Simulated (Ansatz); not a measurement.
Basis-set extrapolation for C3H8Si2 (`C=C=C([SiH3])[SiH3]`) (PBE0-D4/def2-TZVP geometry, frozen core, Ansatz). Multiplicity 1, RHF reference.

```json
{"": "HF", "def2-TZVPP": "-696.137741", "def2-QZVPP": "-696.160879"}
{"": "MP2 correlation", "def2-TZVPP": "-0.723238", "def2-QZVPP": "-0.771169"}
{"": "CCSD(T) correlation", "def2-TZVPP": "-0.818106", "def2-QZVPP": "not run"}
```

Energies in hartree. Use E(X) = E(∞) + A·exp(−7.88·√X) for Hartree–Fock and E(X) = E(∞) + B·X^(−2.97) for correlation, with X = 3 and 4, and add CCSD(T) minus MP2 of the smaller set to the MP2 limit.

**Question.** What is the CCSD(T) energy at the basis-set limit?

**Answer.** HF limit: -696.160879 + (-0.023138) × 0.13774 = -696.16407. MP2 limit: -0.771169 + (-0.047931) × 0.74074 = -0.80667. Higher-order term: -0.818106 − (-0.723238) = -0.09487. Total: -697.06561 hartree, 288.2 kJ/mol below CCSD(T)/def2-TZVPP.
